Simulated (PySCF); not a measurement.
C₈H₁₆Si.
Atom-mapped SMILES: `[CH3:1][CH:2]([CH3:3])[C@@H:4]1[CH:5]=[CH:6][CH2:7][Si@H:8]1[CH3:9]`

Structure used (GFN2-xTB), in Å, numbered top down from 1:
```
atom  x, y, z in Å
C1     2.139    1.031    0.079
C2     1.506   -0.347   -0.091
C3     2.378   -1.387    0.614
C4     0.067   -0.335    0.448
C5    -0.633   -1.659    0.311
C6    -1.825   -1.715   -0.258
C7    -2.455   -0.454   -0.765
Si8   -1.121    0.874   -0.455
C9    -1.700    2.314    0.638
H10    3.157    1.034   -0.305
H11    2.172    1.301    1.133
H12    1.570    1.792   -0.450
H13    1.472   -0.590   -1.160
H14    3.403   -1.323    0.254
H15    2.381   -1.213    1.689
H16    2.022   -2.396    0.428
H17    0.132   -0.101    1.518
H18   -0.156   -2.543    0.710
H19   -2.372   -2.642   -0.361
H20   -3.387   -0.266   -0.229
H21   -2.726   -0.566   -1.816
H22   -0.576    1.374   -1.729
H23   -0.871    2.962    0.904
H24   -2.152    1.958    1.559
H25   -2.436    2.920    0.120
```

Probes without a nucleus sit at each ring's centroid and 1 Å off its mean plane on both sides; NICS is minus the shielding there, NICSzz its component along the normal. Level: GIAO PBE0/pcSseg-1 (PySCF, non-relativistic, gas phase) on the GFN2-xTB geometry, one conformer.

Ring bond lengths (Å), with Mayer bond orders in brackets: C4–C5 1.504 (1.03), C5–C6 1.322 (1.92), C6–C7 1.498 (1.04), C7–Si8 1.908 (0.89), Si8–C4 1.920 (0.84).

Problem. What do the NICS probes read (ppm)?

Solution. 
```
           ring                                                      type  NICS(0)  NICS(1), two faces  NICS(1)zz, two faces  rms pucker (Å)  centre to ring atoms, mean (Å)
C4–C5–C6–C7–Si8  5-membered ring with Si; formal bonds 1 double, 4 single     -1.8         -2.6 / -3.0           -0.6 / -0.7            0.03                            1.38
```

Problem. What can be read from them?

Solution. 
- C4–C5–C6–C7–Si8: mean NICS(1)zz -0.7 ppm, near zero. C4, C7, Si8 have four or more neighbours; no verdict on aromaticity is drawn.

Problem. What field does 9.4 T along the ring normal induce along that normal at the second NICS(1) probe listed for ring C4–C5–C6–C7–Si8, 1 Å off the ring?

Solution. NICSzz × B0 = -0.7 ppm × 9.4 T = -7 μT, against the applied field.

The run took 56 s on Arm Neoverse V1, one thread, no GPU, shared host, and the process peaked at 1.1 GiB of memory. This is the whole shielding run at PBE0/pcSseg-1, SCF included.
